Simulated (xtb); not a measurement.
xtb input:

```bash
xtb mol.xyz --gfn 2 --ohess tight --chrg -1 --uhf 0
```
mol.xyz:
```
5

C     -2.52642383    -0.11377467     0.26407639
C     -1.33914594    -0.03515341     0.15691223
C      0.12871460    -0.01465798     0.01796134
C      1.35117918     0.05622153    -0.19652789
H      2.37313373     0.08227262    -0.28359509
```

Which total energy does the run end on?

-9.04359 Eh (GFN2-xTB).

It need not be the lowest isomer of its formula. Whether it binds its extra electron was not tested at this geometry.
